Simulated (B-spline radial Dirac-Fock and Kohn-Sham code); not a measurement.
ΔSCF core binding energies without Breit or QED terms, calculated with an atomic code on a B-spline grid.

A sound run for atomic molybdenum, [Kr] 4d5 5s1: The ground state converged in 11 iterations, with total energy -4047.14178 Ha, virial ratio 1.96418 and highest orbital energy -5.77 eV. ΔSCF binding energies: K (1s) 20061.3 eV, L3 (2p3/2) 2532.6 eV, M5 (3d5/2) 234.7 eV.

A second run, with one unsound setting: The ground state converged in 10 iterations, with total energy -3909.71103 Ha, virial ratio 1.83227 and highest orbital energy -5.08 eV. ΔSCF binding energies: K (1s) 20232.7 eV, L3 (2p3/2) 2644.6 eV, M5 (3d5/2) 334.5 eV.

```
iter   energy (Ha)        error
   1    -3895.97311594  5.16e+00
   2    -3908.42655331  6.68e-01
   3    -3909.33893208  2.55e-01
   4    -3909.63400964  9.31e-02
   5    -3909.70266630  2.80e-02
   6    -3909.71101210  1.10e-03
   7    -3909.71103180  5.72e-05
   8    -3909.71103207  1.23e-05
   9    -3909.71103207  5.93e-07
  10    -3909.71103207  3.90e-08
```

**Question.** Which fault fits the second run best?
A. damping too heavy
B. mesh too coarse
C. overfilled shell
D. too few iterations

**Answer.** B. The input had h = 1.3: h is too large to resolve the orbitals.
